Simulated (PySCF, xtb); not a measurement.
GaF2Br, SMILES [F][Ga]([F])[Br].

xtb with GFN2-xTB at its own geometry gives an orbital gap of 3.53 eV and a dipole moment of 0.54 D.

Coordinates come from a PBE0-D3(BJ)/def2-SVP optimisation. The structure was generated by enumeration; whether it is a known compound was not checked.

Task: What does PBE/def2-TZVPD (PySCF) give? (Estimate from the structure and the level; the computed values follow.)

Result: gap 4.79 eV (levels -8.10 and -3.31 eV), dipole 1.40 D.
